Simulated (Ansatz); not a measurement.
Consider the formal exchange of groups at the Se–Ge bond: `Cl[CH2][GeH2][SeH]` + `O=CO[SiH3]` → `O=C([SeH])O[SiH3]` + `Cl[CH2][GeH3]`.

Calculated with Ansatz (gas phase, PBE0-D4/def2-TZVP geometries, no zero-point term in ΔE). CCSD(T)/CBS adds triple-zeta CCSD(T) − MP2 to the extrapolated MP2 energy (def2 sets, frozen cores). Functionals use def2-TZVPP. B3LYP here is the variant with VWN-RPA as its local correlation; programs differ in this. For Ge, Se outer-core shells are correlated without core-valence functions, which leaves a few kJ/mol of doubt a bond. Scalar relativity is left out up to krypton. Each species was taken in one conformer, which may not be the lowest.

Problem. Is it downhill or uphill in electronic energy at CCSD(T)/CBS, and by how much? (An estimate is asked.)

Solution. Ansatz gave: Uphill: ΔE = +20.2 kcal/mol.

Problem. What do these levels give: PBE-D4, B3LYP-D4, ωB97X-V, B2PLYP, PBE0, B3LYP, HF/def2-TZVPP, CCSD/def2-TZVPP, CCSD(T)/def2-TZVPP, HF/def2-QZVPP, MP2/CBS(def2), CCSD/CBS(def2)? (Estimate.)

Solution. Computed: PBE-D4 17.4, B3LYP-D4 18.7, ωB97X-V 19.3, B2PLYP 19.2, PBE0 19.2, B3LYP 18.6, HF/def2-TZVPP 22.8, CCSD/def2-TZVPP 20.4, CCSD(T)/def2-TZVPP 19.6, HF/def2-QZVPP 22.6, MP2/CBS(def2) 20.7, CCSD/CBS(def2) 21.0 kcal/mol.

Largest T1 diagnostic among the species: 0.016.

In def2-TZVPP, CCSD(T) changes the Hartree–Fock value by −3.2 kcal/mol (the triples alone add −0.8 kcal/mol) and MP2 by −2.7 kcal/mol. From PBE to PBE0 (25 % exact exchange), in def2-TZVPP and without D4, ΔE moves by +1.9 kcal/mol.
